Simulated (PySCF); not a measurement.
A geometry optimisation on `[SiH3]C#C[SiH2]I`.

Method: PBE0-D3(BJ)/def2-SVP geometry optimisation, gas phase, def2 core potentials past Kr (PySCF 2.14.0). Start geometry: GFN2-xTB. A driver script takes a list of jobs; this job's settings line and coordinates (Å) are shown.

Input:
```
{"job": {"xc": "PBE0", "basis": "def2-SVP", "d3": "d3bj", "grid": 1, "maxiter": 30, "shake": 0.01, "kind": "geom"}, "charge": 0, "multiplicity": 1}
Si    -2.421190     0.504220    -0.121660
C     -0.660540     0.043160    -0.227080
C      0.491390    -0.273260    -0.295750
Si     2.329790    -0.707900    -0.359890
I      3.517890     1.151900     0.705120
H     -2.606370     1.384070     1.051660
H     -3.204420    -0.711540    -0.006210
H     -2.759120     1.252620    -1.363050
H      2.584780    -1.887240     0.459970
H      2.778210    -0.776950    -1.717010
```

Output:
```
step   0  E = -955.31570191  max force = 0.079191
step   1  E = -955.32143032  max force = 0.005378
step   2  E = -955.32163173  max force = 0.001416
step   3  E = -955.32168316  max force = 0.001072
step   4  E = -955.32171721  max force = 0.000946
step   5  E = -955.32172525  max force = 0.000580
step   6  E = -955.32172846  max force = 0.000153
optimisation converged
```

Energies in Eh; «max force» is the largest Cartesian gradient component in Eh/bohr.

Q: How much energy does the optimisation release, in eV?

A: E(step 0) − E(last step) = 0.006027 Eh, which is 0.164 eV.

Main results: final energy -955.32173 Eh after 6 steps; dipole 1.40 D.

Q: Give the final coordinates.

A: 0.049 Å rms from the input after alignment:
```
atom  x, y, z in Å
Si1   -2.3881    0.6485   -0.1028
C2    -0.6396    0.0898   -0.2086
C3     0.5282   -0.2725   -0.2754
Si4    2.2755   -0.7943   -0.3595
I5     3.6749    0.9212    0.6845
H6    -2.5458    1.5303    1.0885
H7    -3.2734   -0.5439    0.0290
H8    -2.7351    1.4026   -1.3410
H9     2.4682   -2.0647    0.3887
H10    2.7000   -0.9382   -1.7775
```

Hardware: an Arm Neoverse V1 with one thread, no GPU, on a shared host. Cost: 45 s, 0.58 GiB resident at most.
Labels such as C1 count atoms from 1, the log's own numbers from 0.
